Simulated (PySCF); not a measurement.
## One molecule, many functionals

C₄H₁₀OSi.
InChI=1S/C4H10OSi/c1-2-5-6-3-4-6/h6H,2-4H2,1H3

Linear-response calculations in the def2-SVPD basis (PySCF; singlets by full response, triplets Tamm–Dancoff, core orbitals frozen in the response; HF means time-dependent Hartree–Fock). 'Strongest' is the level of largest summed f among the singlets computed (10 roots, of which the last may lack a degenerate partner); it can jump between rows when another state enters that window. S1 is the lowest singlet of each run and needn't be the same state throughout; f(S1) is that of one state. Geometry: PBE0-D3(BJ)/def2-SVP, one conformer, isolated molecule.

```
functional                               kind  S1 (eV)  f(S1)  strongest (eV)  T1 (eV)  HOMO (eV)  gap (eV)  ionisation energy, ΔSCF (eV)
       LDA                                LDA     5.32  0.001            5.91     5.11      -5.49      5.24                          8.46
       PBE                                GGA     5.32  0.001            5.87     5.10      -5.37      5.27                          8.30
     B3LYP  global hybrid, 20% exact exchange     5.84  0.001            6.29     5.52      -6.38      6.74                          8.58
      PBE0  global hybrid, 25% exact exchange     6.01  0.001            6.49     5.55      -6.58      7.22                          8.57
 BHandHLYP  global hybrid, 50% exact exchange     6.46  0.001            6.87     5.92      -7.70      8.83                          8.68
        HF                       Hartree–Fock     7.17  0.003            7.56     6.23      -9.40     11.94                   not settled
```

S1 runs from 5.32 eV (PBE) to 7.17 eV (HF), a spread of 1.86 eV, while the orbital gap spreads over 6.7 eV. Along PBE (0%), B3LYP (20%), PBE0 (25%), BHandHLYP (50%), HF (100%) S1 rises with the share of exact exchange. −ε(HOMO) comes closest to its own ΔSCF ionisation energy with BHandHLYP (-0.98 eV) and misses most with LDA (-2.97 eV). 'Not settled' means that the ion's SCF failed to converge or may have ended in another state than the lowest.
